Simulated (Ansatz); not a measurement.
Ansatz results at the PBE0-D4/def2-TZVP geometry: HOMO–LUMO gap (PBE/def2-TZVPP) 6.15 eV; LUMO energy (PBE0/def2-TZVPP) 0.02 eV; LUMO energy (B3LYP/def2-TZVPP) -0.18 eV.

Each molecule was computed in one conformer, which needn't be the lowest.

Q: Which molecule gave them?
A. `[O+]#[C][W-6]([C]#[O+])([C]#[O+])([C]#[O+])([C]#[O+])[P+](F)(F)F`
B. `[OH][Ag-][P+](F)(F)F`
C. `CC[P+](CC)(CC)[Ag-][S]C`
D. `CC[P+](CC)(CC)[Ga-]([F])([F])[F]`

A: D. The others give `[OH][Ag-][P+](F)(F)F`: 3.28, -1.56, -1.80; `CC[P+](CC)(CC)[Ag-][S]C`: 2.87, -0.32, -0.54; `[O+]#[C][W-6]([C]#[O+])([C]#[O+])([C]#[O+])([C]#[O+])[P+](F)(F)F`: 3.56, -1.99, -2.21.

B3LYP here is the variant with VWN-RPA as its local correlation; programs differ in this.
